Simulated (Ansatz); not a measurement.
Stepwise reaction of tin tetrachloride with hydrogen, as a gas-phase model of exchange steps in deposition or etching. ΔE in kJ/mol.

Computed with Ansatz on PBE0-D4/def2-TZVP structures; ΔE is electronic, products minus reactants. CCSD(T)/CBS adds triple-zeta CCSD(T) − MP2 to the extrapolated MP2 energy (def2 sets, frozen cores). This one scheme is used for every species. DFT in def2-TZVPP. B3LYP here is the variant with VWN-RPA as its local correlation; programs differ in this. Elements past krypton have def2 core potentials. For Sn outer-core shells are correlated without core-valence functions, which leaves a few kJ/mol of doubt a bond.

| step | reaction | PBE-D4 | B3LYP-D4 | ωB97M-V | CCSD(T)/CBS |
| --- | --- | --- | --- | --- | --- |
| 1 | `[Cl][Sn]([Cl])([Cl])[Cl]` + H₂ → `[Cl][SnH]([Cl])[Cl]` + HCl | 57.9 | 58.9 | 54.9 | 58.9 |
| 2 | `[Cl][SnH]([Cl])[Cl]` + H₂ → `[Cl][SnH2][Cl]` + HCl | 66.8 | 67.4 | 64.0 | 68.4 |
| 3 | `[Cl][SnH2][Cl]` + H₂ → `[Cl][SnH3]` + HCl | 71.6 | 72.5 | 69.4 | 74.1 |

(1) Give the row of step 4, `[Cl][SnH3]` + H₂ → `[SnH4]` + HCl. (Best estimate.)

(2) By hand: ΔE of the 4 steps together at CCSD(T)/CBS.

Results:

(1) Ansatz gave: 
```tsv
step	reaction	PBE-D4	B3LYP-D4	ωB97M-V	CCSD(T)/CBS
4	`[Cl][SnH3]` + H₂ → `[SnH4]` + HCl	69.4	71.9	69.3	74.5
```

(2) (58.9) + (68.4) + (74.1) + (74.5) = 275.9 kJ/mol, or 69.0 kJ/mol a step.

In ΔE step 1 is the lowest and step 4 the highest. All are uphill at CCSD(T)/CBS. PBE-D4 differs from CCSD(T)/CBS by -5.1 to -1.0 kJ/mol a step. Isolated molecules leave out the surface, adducts and barriers. Largest T1 diagnostic: 0.013.
